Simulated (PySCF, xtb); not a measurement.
Mg(iPr)(NH2) (C3H9MgN), SMILES C[CH](C)[Mg][NH2].

xtb with GFN2-xTB at its own geometry gives an orbital gap of 1.99 eV and a dipole moment of 3.00 D.

Coordinates come from a B3LYP-D3(BJ)/def2-SVP optimisation. The structure was generated by enumeration; whether it is a known compound was not checked. Other conformers were not sampled.

Q: What does HF/def2-TZVP (PySCF) give? (The exact figures need the calculation; the answer reports its results.)

A: gap 10.11 eV (levels -8.81 and 1.30 eV), dipole 0.54 D.
